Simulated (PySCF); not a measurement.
SMILES CO[SiH2]C at its PBE0/def2-SVP optimised geometry (Å):

```
12

Si     0.1353     0.2560     0.0000
C     -0.5353     1.9941     0.0000
O     -0.4307    -0.4979    -1.3758
C     -0.1423    -1.8203    -1.7249
H      1.6358     0.2560     0.0000
H     -0.3170    -0.4969     1.2165
H     -0.1869     2.5417     0.8898
H     -0.2007     2.5406    -0.8946
H     -1.6358     1.9868     0.0083
H      0.9429    -1.9910    -1.8581
H     -0.6386    -2.0539    -2.6798
H     -0.5076    -2.5417    -0.9695
```

Computed with PBE0/def2-TZVP run with PySCF. Cells within 0.4 Å of a nucleus heavier than hydrogen are left out (blank, or x).

Map of the deformation density (molecule minus spherical neutral atoms) (e/bohr³) on the plane z = 0.0 Å:

```
|1111111111111111111111111111111|
|1111111111111111111111111111111|
|1111111111111111111111111111111|
|1111111111111111111111111111111|
|1111111111111111111111111111111|
|1111111111111111111111111111111|
|1111111111111111111111111111111|
|1111111111111121111111111111111|
|1111111110353xx1111111111111111|
|1111111100997xx1111111111111111|
|1111111110354xx3211111111111111|
|1111111111122475211111111111111|
|1111111111112354211211111111111|
|1111111111111121113431111111111|
|111111111110000xx25771111111111|
|111111111111000xx24641111111111|
|1111111111110000002321111111111|
|1111111111111110001111111111111|
|1111111111111110001111111111111|
|1111111111111111111111111111111|
|1111111111111111111111111111111|
|1111111111111111111111111111111|
|1111111111111111111111111111111|
|1111111111111111111111111111111|
|1111111111111111111111111111111|
|1111111111111111111111111111111|
|1111111111111111111111111111111|
|1111111111111111111111111111111|
|1111111111111111111111111111111|
|1111111111111111111111111111111|
|1111111111111111111111111111111|
```
Scale: ten equal steps from -0.020 (start of '0') to 0.098 (end of '9'), in the order '0123456789'; x runs from -5.00 to 5.00, y from -5.00 (bottom) to 5.00 (top).
